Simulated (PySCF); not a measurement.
2,3,3-trimethyl-1-pentene, C8H16.
Bonds: C1–C2 (double), C2–C3, C2–C4, C4–C5, C4–C6, C4–C7, C7–C8. Hydrogens: H9, H10 on C1; H11, H12, H13 on C3; H14, H15, H16 on C5; H17, H18, H19 on C6; H20, H21 on C7; H22, H23, H24 on C8.

Computed by this run: PBE0-D3(BJ)/def2-SVP geometry optimisation, gas phase (PySCF 2.14.0); density fitting, grid level 2; the optimiser is geomeTRIC in internal coordinates, started from a GFN2-xTB structure.

Geometry at step 0:
```
atom  x, y, z in Å
C1     -1.5826    0.3654    1.4903
C2     -1.0745    0.2356    0.2742
C3     -1.7742    0.8786   -0.8913
C4      0.1865   -0.5572   -0.0339
C5     -0.1691   -1.7181   -0.9775
C6      0.8108   -1.1659    1.2259
C7      1.2301    0.3388   -0.7330
C8      1.6101    1.5823    0.0629
H9     -2.4868    0.9290    1.6551
H10    -1.1466   -0.0681    2.3710
H11    -2.0879    0.1305   -1.6170
H12    -1.1248    1.5882   -1.4004
H13    -2.6580    1.4125   -0.5503
H14    -0.4700   -1.3586   -1.9578
H15    -0.9813   -2.3091   -0.5595
H16     0.6946   -2.3662   -1.1099
H17     1.0389   -0.4035    1.9643
H18     1.7363   -1.6759    0.9653
H19     0.1373   -1.8930    1.6729
H20     2.1279   -0.2567   -0.9152
H21     0.8458    0.6436   -1.7080
H22     2.1216    1.3156    0.9838
H23     2.2781    2.2103   -0.5234
H24     0.7260    2.1616    0.3191
```

Question: Give the atomic forces at this geometry.

Answer: 
```tsv
atom	Fx (eV/Å)	Fy (eV/Å)	Fz (eV/Å)
C1	-0.158	0.057	0.369
C2	0.208	-0.028	-0.769
C3	0.170	-0.192	0.468
C4	0.201	-0.311	0.000
C5	0.090	0.418	0.319
C6	-0.287	0.280	-0.479
C7	-0.210	0.343	0.598
C8	-0.068	-0.489	-0.469
H9	-0.505	0.315	0.027
H10	0.355	-0.302	0.478
H11	-0.118	-0.240	-0.367
H12	0.242	0.283	-0.284
H13	-0.326	0.204	0.064
H14	-0.152	0.109	-0.435
H15	-0.324	-0.287	0.134
H16	0.355	-0.277	-0.095
H17	0.114	0.274	0.384
H18	0.359	-0.214	-0.082
H19	-0.253	-0.295	0.254
H20	0.236	-0.248	-0.163
H21	-0.094	0.037	-0.371
H22	0.207	-0.030	0.425
H23	0.275	0.300	-0.155
H24	-0.318	0.293	0.147
```

The largest, 0.80 eV/Å, acts on C2; the rms over all components is 0.299 eV/Å. The forces sum to zero within rounding, as they must for an isolated molecule in no field.

Question: Give the force on C2 in Eh/bohr and in nN.

Answer: 0.797 eV/Å ÷ 51.422 = 0.01549 Eh/bohr, and 0.797 eV/Å × 1.602 = 1.28 nN.

Question: How far is this geometry from the end of the optimisation?

Answer: 0.074 eV above it, and 0.055 Å rms away after alignment. The bonds farthest from their final lengths, with half the difference of the two atoms' forces along the bond (positive lengthens):

| bond | now (Å) | final (Å) | force along bond (eV/Å) |
| --- | --- | --- | --- |
| C1–H10 | 1.074 | 1.091 | +0.22 |
| C1–H9 | 1.078 | 1.094 | +0.19 |
| C1=C2 | 1.324 | 1.339 | +0.60 |
| C3–H12 | 1.088 | 1.102 | +0.35 |
| C8–H22 | 1.087 | 1.101 | +0.39 |
| C6–H17 | 1.086 | 1.100 | +0.33 |

The angle farthest from its final value is C4–C7–C8, 113.9° against 115.6°.

Of the 6 listed bonds off by 0.010 Å or more, this force points towards the final length in 6.

What follows is the cost of the whole optimisation. Time: 4.1 min wall; peak memory 0.86 GiB. Hardware: Intel Xeon Platinum 8375C at 2.90 GHz, one thread, no GPU, shared host with 128 logical CPUs at a one-minute load of 85.
